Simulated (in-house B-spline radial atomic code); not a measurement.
Binding energies in neutral argon

NIST's tabulated ground configuration is [Ne] 3s2 3p6; each binding energy is the energy of the ion with one electron taken from that subshell, relaxed, less that of the parent. Computed with a radial B-spline atomic code at the basis-set limit: Dirac-Hartree-Fock, average of configuration, Fermi nucleus of rms radius 3.4274 fm. Energies include first-order Breit, QED and recoil terms.

```tsv
subshell	X-ray name	binding energy (eV)	-ε (eV)	relaxation (eV)
1s	K	3205.8	3241.6	32.4
2s	L1	327	337.7	10.5
2p1/2	L2	250.3	262.1	11.6
2p3/2	L3	248.2	259.8	11.5
3s	M1	33.42	35.01	1.58
3p1/2	M2	14.87	16.20	1.32
3p3/2	M3	14.69	16.00	1.30
```

Relaxation = -ε minus the binding energy without Breit, QED and recoil terms.

Emission lines follow as differences of binding energies, with λ = 12398.42 eV·Å / E:

```json
{"line": "K-L3", "holes": "1s → 2p3/2", "energy (eV)": "2957.6", "wavelength (Å)": "4.1921"}
{"line": "K-L2", "holes": "1s → 2p1/2", "energy (eV)": "2955.5", "wavelength (Å)": "4.195"}
{"line": "K-M3", "holes": "1s → 3p3/2", "energy (eV)": "3191.1", "wavelength (Å)": "3.8853"}
{"line": "L1-M3", "holes": "2s → 3p3/2", "energy (eV)": "312.3", "wavelength (Å)": "39.699"}
{"line": "L3-M1", "holes": "2p3/2 → 3s", "energy (eV)": "214.8", "wavelength (Å)": "57.726"}
```

Question: What screening constant σ does Moseley's law, E = (3/4)·13.6057 eV·(Z - σ)², need for K-L3?

Answer: σ = 0.98.

Question: What does it cost to remove both a 2s and a 3p3/2 electron?

Answer: 357.12 eV, which is 15.41 eV more than the two single binding energies together.

Question: What does it cost to remove both a 2p3/2 and a 3p1/2 electron?

Answer: 278.69 eV, which is 15.66 eV more than the two single binding energies together.

Question: What does it cost to remove both a 3s and a 3p1/2 electron?

Answer: 60.496 eV, which is 12.21 eV more than the two single binding energies together.
